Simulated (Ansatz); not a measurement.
Mulliken charges of BFGeH$_{4}$Si, SMILES `F[SiH]1[BH][GeH2]1` from ωB97M-V/def2-TZVPP in Ansatz (PBE0-D4/def2-TZVP geometry).

```
atom   x (Å)   y (Å)   z (Å)  charge (e)
  F1  -2.802  -0.097   1.043      -0.296
 Si2  -1.254  -0.152   0.670       0.384
  B3  -0.400   0.470  -0.853      -0.158
 Ge4   1.417  -0.002  -0.445      -0.125
  H5  -0.596  -0.820   1.815      -0.007
  H6  -0.786   1.014  -1.834       0.107
  H7   1.843  -0.709   0.852       0.044
  H8   2.670   0.240  -1.303       0.051
```

Question: By hand: the dipole of these point charges (1 e Å = 4.8032 D).

Answer: Σ q r = (0.371, -0.008, -0.099) e Å, of length 0.384 e Å = 1.84 D.

Question: How does the dipole of the full density compare? (An estimate is asked.)

Answer: The calculation gave: (0.283, -0.125, 0.165) e Å, 1.68 D; the point charges give 1.10 times that, at 48° from its direction.

Point charges leave out the atoms' own dipoles, such as those of lone pairs, and Mulliken's split depends on the basis, so the two needn't agree.
